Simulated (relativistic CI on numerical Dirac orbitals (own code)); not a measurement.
Pr4+ (4f) in a crystal field

Calculated by Dirac-Coulomb-Breit CI, separate exchange-only KLI orbitals for each configuration, model QED (radiative potential, 1s self-energy scaled to tabulated hydrogen-like ionisation energies), valence Slater integrals scaled by 0.85, one configuration in a parametric crystal field (own radial code).

Field parameters in Wybourne normalisation; cubic f-shell fields have B⁴₄ = √(5/14) B⁴₀ and B⁶₄ = −√(7/2) B⁶₀. The field is a parameter set, without covalency.

S is read from ⟨S²⟩ = S(S + 1).

Levels (cm⁻¹, degeneracy): 0 (2), 792 (4), 2918 (2), 3689 (4), 4505 (2).

Task: Which field gives this pattern?
A. Oh, B40 = -3750, B60 = -1200 cm⁻¹
B. Oh, B40 = 3560, B60 = 1160 cm⁻¹
C. Oh, B40 = 3650, B60 = 950 cm⁻¹
D. Oh, B40 = -2330, B60 = 410 cm⁻¹

Result: B. Oh, B40 = 3560, B60 = 1160 cm⁻¹, ground level with S = 0.50.
